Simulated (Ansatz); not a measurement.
C2H4AlN can be A, `C=C=[N][AlH2]`, or B, `N#C[CH2][AlH2]`.

Isolated molecules relaxed with PBE0-D4/def2-TZVP in Ansatz; ΔE leaves out vibrations. CBS: MP2 limit from def2 TZ/QZ plus the TZ coupled-cluster correction, frozen cores. DFT in def2-TZVPP.

A:

```xyz
8

C    -1.542   -0.523   -1.366
C    -0.588   -0.200   -0.521
N     0.280    0.094    0.248
Al    1.562    0.530    1.384
H    -2.283    0.210   -1.651
H    -1.586   -1.521   -1.776
H     1.553    2.006    1.934
H     2.603   -0.596    1.748
```

B:

```xyz
8

N    -1.894    1.476    0.037
C    -1.267    0.549    0.323
C    -0.361   -0.542    0.566
Al    1.112    0.042   -0.639
H    -0.813   -1.491    0.272
H    -0.075   -0.577    1.619
H     2.226    0.986   -0.037
H     1.072   -0.443   -2.141
```

Task: Which isomer does CCSD(T)/CBS put lower? Give the gap. (Estimate.)

Result: The calculation gave: A, by 2.0 kJ/mol.

Task: Give E(B) − E(A) in kJ/mol with CCSD/def2-TZVPP, CCSD(T)/def2-SVP, MP2/def2-TZVPP, PBE0-D4, B2PLYP, r2SCAN-D4, LDA (SPW92). (Estimate.)

Result: The calculation gave: CCSD/def2-TZVPP -2.4, CCSD(T)/def2-SVP -5.1, MP2/def2-TZVPP -4.8, PBE0-D4 18.9, B2PLYP 14.6, r2SCAN-D4 27.5, LDA (SPW92) 39.9. The order is the other way round with CCSD/def2-TZVPP, CCSD(T)/def2-SVP, MP2/def2-TZVPP.

Task: Does the order hold for the free energy at 298.15 K (harmonic terms from PBE0-D4)? (An estimate is asked.)

Result: The calculation gave: Too close to call: G(B) − G(A) = -0.6 kJ/mol. Modes under 60 cm⁻¹, often nearly free rotors, make the harmonic entropy too high.

Largest T1 diagnostic: 0.015.

From BLYP to BHLYP (50 % exact exchange), in def2-TZVPP and without D4, E(B) − E(A) moves by −10.1 kJ/mol. In def2-TZVPP, CCSD(T) changes the Hartree–Fock value by −11.0 kJ/mol (the triples alone add +0.9 kJ/mol) and MP2 by −14.2 kJ/mol.
